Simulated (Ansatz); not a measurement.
Start from `CO[SiH2][Se]C` and change one atom or group to get `CO[SiH2]Cl`.

Ansatz, PBE0-D4/def2-TZVP geometries, multiplicity 1. Each molecule was computed in one conformer, which needn't be the lowest.

Scalar relativity is left out up to krypton.

```csv
property,`CO[SiH2][Se]C`
HOMO energy (B3LYP/def2-TZVPP) / eV,-6.48
size of the dipole moment (PBE/def2-TZVPP) / D,2.14
size of the dipole moment (ωB97M-V/def2-TZVPP) / D,2.20
HOMO energy (PBE/def2-TZVPP) / eV,-5.59
size of the dipole moment (B3LYP/def2-TZVPP) / D,2.19
HOMO–LUMO gap (PBE0/def2-TZVPP) / eV,6.78
```

Question: What does the change do to each property? (Best estimate.)

Answer: The calculation gave: 
| property | `CO[SiH2]Cl` | shift |
| --- | --- | --- |
| HOMO energy (B3LYP/def2-TZVPP) / eV | -8.43 | -1.95 |
| size of the dipole moment (PBE/def2-TZVPP) / D | 1.46 | -0.68 |
| size of the dipole moment (ωB97M-V/def2-TZVPP) / D | 1.52 | -0.68 |
| HOMO energy (PBE/def2-TZVPP) / eV | -7.14 | -1.55 |
| size of the dipole moment (B3LYP/def2-TZVPP) / D | 1.51 | -0.68 |
| HOMO–LUMO gap (PBE0/def2-TZVPP) / eV | 9.15 | 2.37 |

With PBE0 the HOMO falls by 1.94 eV and the LUMO rises by 0.43 eV, so the gap widens by about 2.37 eV. PBE moves the HOMO by -1.55 eV and ωB97M-V by -2.09 eV. Dipoles are sizes alone; their direction can turn.

B3LYP here is the variant with VWN-RPA as its local correlation; programs differ in this.

Spin–orbit coupling is left out; it splits and shifts lone-pair levels of the heavy atoms by tenths of an eV.
